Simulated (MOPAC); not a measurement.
Input for MOPAC: PM7 on S2 (SMILES S=S), 2S+1 = 3, a spin state set in the input, which need not be the lowest.

```
PM7 1SCF PRECISE CHARGE=0 UHF MS=1 THREADS=1
S2

S     -0.00000000 1    -0.00000000 1    -0.95184959 1
S      0.00000000 1     0.00000000 1     0.95184959 1
```

Program output:

```
*******************************************************************************
 **                                                                           **
 **                              MOPAC v23.2.5                                **
 **                                                                           **
 *******************************************************************************
 ** MOPAC's Digital Object Identifier: https://doi.org/10.5281/zenodo.6511958 **
 **                                                                           **
 ** Please cite the open-source release paper for use of this MOPAC version:  **
 ** J. E. Moussa and J. J. P. Stewart (2026)                                  **
 ** MOPAC: An open-source semiempirical molecular orbital program             **
 ** J. Open Source Softw., 11(119), 8025, https://doi.org/10.21105/joss.08025 **
 *******************************************************************************

                              PM7 CALCULATION RESULTS

 *******************************************************************************
 *  PM7        - The PM7 Hamiltonian to be used
 *  UHF        - UNRESTRICTED HARTREE-FOCK CALCULATION
 *
 *
 *
 *                 CHARGE ON SYSTEM = 0
 *
 *
 *
 *  MS=        - IN MECI, MAGNETIC COMPONENT OF SPIN =  1.0
 *  PRECISE    - TIGHTER CRITERIA TO BE USED
 *  1SCF       - DO 1 SCF AND THEN STOP
 *  THREADS=1  - MULTI-THREADING NOT USED
 *  T=         - A TIME OF 172800.0 SECONDS REQUESTED
 *  DUMP=N     - RESTART FILE WRITTEN EVERY 7200.0 SECONDS REQUESTED
 *******************************************************************************
PM7 1SCF PRECISE CHARGE=0 UHF MS=1 THREADS=1
 S2

   ATOM   CHEMICAL          X               Y               Z
  NUMBER   SYMBOL      (ANGSTROMS)     (ANGSTROMS)     (ANGSTROMS)

     1       S         -0.00000000  *  -0.00000000  *  -0.95184959  *
     2       S          0.00000000  *   0.00000000  *   0.95184959  *



          CARTESIAN COORDINATES

    NO.       ATOM           X           Y           Z

     1         S         -0.0000     -0.0000     -0.9518
     2         S          0.0000      0.0000      0.9518

 General Reference for PM7:
 "Optimization of Parameters for Semiempirical Methods VI: More Modifications to the
 NDDO Approximations and Re-optimization of Parameters", J. J. P. Stewart, J. Mol. Mod., 1:32, 19 (2013)
 https://link.springer.com/article/10.1007/s00894-012-1667-x

           Empirical Formula: S2  =     2 atoms



      MOLECULAR POINT GROUP   :   D*h


          UHF CALCULATION, NO. OF ALPHA ELECTRONS =    7
                           NO. OF BETA  ELECTRONS =    5

 -------------------------------------------------------------------------------
 PM7 1SCF PRECISE CHARGE=0 UHF MS=1 THREADS=1
 S2



     1SCF WAS SPECIFIED, SO BFGS WAS NOT USED
     SCF FIELD WAS ACHIEVED


                              PM7 CALCULATION
                                                       MOPAC v23.2.5 Linux




          FINAL HEAT OF FORMATION =         32.06821 KCAL/MOL =     134.17339 KJ/MOL


          COSMO AREA              =         84.45 SQUARE ANGSTROMS
          COSMO VOLUME            =         68.89 CUBIC ANGSTROMS

          IONIZATION POTENTIAL    =          8.942878 EV
          ALPHA SOMO LUMO (EV)    =         -8.943 -1.474
          BETA  SOMO LUMO (EV)    =        -10.718 -2.389
          NO. OF ALPHA ELECTRONS  =          7
          NO. OF BETA  ELECTRONS  =          5
          MOLECULAR WEIGHT        =         64.1200         POINT GROUP:  D*h

          MOLECULAR DIMENSIONS (Angstroms)

            Atom       Atom       Distance
            S     2    S     1     1.90370
            S     2    S     1     0.00000
            S     1    S     2     0.00000


          SCF CALCULATIONS        =          1





   ATOM   CHEMICAL          X               Y               Z
  NUMBER   SYMBOL      (ANGSTROMS)     (ANGSTROMS)     (ANGSTROMS)

     1       S         -0.00000000  *  -0.00000000  *  -0.95184959  *
     2       S          0.00000000  *   0.00000000  *   0.95184959  *

                             CARTESIAN COORDINATES

   1    S       -0.000000000    -0.000000000    -0.951849590
   2    S        0.000000000     0.000000000     0.951849590


           Empirical Formula: S2  =     2 atoms



      MOLECULAR POINT GROUP   :   D*h


          ALPHA EIGENVALUES
 -29.24814 -21.51737 -11.92584 -11.70934 -11.70934  -8.94288  -8.94288  -1.47359
  -0.70410  -0.61577  -0.61577  -0.17325  -0.17325  -0.11622  -0.11622   0.08525
   0.08525   1.01661


           BETA EIGENVALUES
 -27.16125 -18.23095 -11.24828 -10.71782 -10.71782  -2.38885  -2.38885  -1.03524
  -0.54767  -0.35183  -0.35183   0.15082   0.15082   0.26137   0.26137   0.31068
   0.31068   1.22616


              NET ATOMIC CHARGES AND DIPOLE CONTRIBUTIONS

  ATOM NO.   TYPE          CHARGE      No. of ELECS.   s-Pop       p-Pop       d-Pop
    1          S          -0.000000        6.0000     1.95093     3.92823     0.12085
    2          S           0.000000        6.0000     1.95093     3.92823     0.12085
 DIPOLE           X         Y         Z       TOTAL
 POINT-CHG.     0.000     0.000     0.000     0.000
 HYBRID         0.000    -0.000    -0.000     0.000
 SUM            0.000    -0.000     0.000     0.000


          ATOMIC ORBITAL ELECTRON POPULATIONS

     Atom    s        px        py        pz      x^2-y^2     xz        z^2       yz        xy
    1  S   1.95093   1.46152   1.46152   1.00519   0.00000   0.03848   0.04388   0.03848   0.00000
    2  S   1.95093   1.46152   1.46152   1.00519   0.00000   0.03848   0.04388   0.03848   0.00000


                    (SZ)    =    1.000000
                    (S**2)  =    2.038348


          ATOMIC ORBITAL SPIN POPULATIONS

    Atom   Total    s     px     py     pz   x^2-y^2  xz     z^2    yz     xy
         Atomic
    1  S  1.0000  0.010  0.503  0.503 -0.017 -0.000 -0.003  0.008 -0.003  0.000
    2  S  1.0000  0.010  0.503  0.503 -0.017 -0.000 -0.003  0.008 -0.003  0.000

 **********************
 *                    *
 * JOB ENDED NORMALLY *
 *                    *
 **********************




 == MOPAC DONE ==
```

The run finished.

Cost: roughly 0.03 core-seconds.
